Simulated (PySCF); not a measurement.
C$_{6}$H$_{11}$O$_{4}$P: full NMR table

| Item | Value |
| --- | --- |
| Formula | C6H11O4P |
| SMILES | O=P1(OC2CC2)OCCCO1 |
| InChI | InChI=1S/C6H11O4P/c7-11(10-6-2-3-6)8-4-1-5-9-11/h6H,1-5H2 |
| Point group of the computed structure | C1 |
| Carbon signals | 4 |
| Proton signals | 7 |

Atoms are numbered as in `[O:1]=[P:2]1([O:3][CH:4]2[CH2:5][CH2:6]2)[O:7][CH2:8][CH2:9][CH2:10][O:11]1`. Each H is labelled by its parent atom. Ha(C5), Ha(C6) are cis to O3 on the ring; Hb(C5), Hb(C6) are trans to O3 on the ring.

Calculated, not measured (PySCF 2.14): geometry from GFN2-xTB, GIAO PBE0/pcSseg-1 shieldings. Averaged over atoms made equivalent by symmetry, fast rotation or ring inversion, relativity neglected, no solvent, single conformer.

Shifts are taken against calculated references (same method and geometry level): TMS for 1H, 13C; H3PO4 for 31P; 17O vs H2O.

| carbon | δC, type | δH (multiplicity) | HMBC from (2–3 bonds) | span of the C tensor (ppm) |
| --- | --- | --- | --- | --- |
| C4 | 52.3, CH | 4.57 (m) | Ha(C5)/Ha(C6), Hb(C5)/Hb(C6) | 127 |
| C5/C6 | 7.7, CH2 | Hb(C5) 0.57 (m); Ha(C5) 0.73 (m) | H(C4), Ha(C5)/Ha(C6), Hb(C5)/Hb(C6) | 66 |
| C8/C10 | 69.7, CH2 | Ha(C8) 4.37 (m); Hb(C8) 4.39 (m) | Hb(C8)/Hb(C10), Ha(C8)/Ha(C10), Hb(C9), Ha(C9) | 69 |
| C9 | 30.9, CH2 | Ha(C9) 1.12 (m); Hb(C9) 2.26 (m) | Hb(C8)/Hb(C10), Ha(C8)/Ha(C10) | 19 |

Other nuclei:
```csv
atoms,nucleus,environment,δ (ppm),σ (ppm)
P2,31P,"phosphorus bonded to 4 O, in a 6-membered ring",-14.0,332.4
O1,17O,P=O oxygen,140.0,196.1
O7/O11,17O,"oxygen bonded to C, P, in a 6-membered ring",103.4,232.7
O3,17O,"oxygen bonded to C, P",100.6,235.5
```

1. δC 69.7: sp3 CH2 bonded to O; the inductive effect lowers its shielding.
2. δC 52.3, 7.7: three-membered-ring carbon.
3. δC 30.9: sp3 CH2 in a ring; a saturated carbon with 2 carbon neighbours and no heteroatom attached.
4. δH 4.57, 0.73, 0.57: hydrogen on a three-membered-ring carbon.
5. δH 4.39, 4.37: hydrogen on an sp3 CH2 bonded to O; its carbon carries O, an electronegative neighbour.

Splittings by 31P in the carbon and heteronuclear signals aren't shown, as no couplings were computed. Shifts are as computed. Against solution values, carbons near 30 ppm lie about +3 ppm off and those near 130 ppm about +5 ppm. Of 1211 compounds with measured shifts, 218 miss one by over three times the rms of a fit or turn the order of signals round; such compounds aren't used in these exercises. Experimental scales use liquid or dissolved standards, which lie at an offset from isolated H2O (liquid H2O: subtract about 36 ppm) and H3PO4. No couplings were computed; multiplicities are counted from neighbouring protons, with m where these are inequivalent, close in shift, in a saturated or five-membered ring or joined by F or P, and br s for small geminal =CH2 splittings.
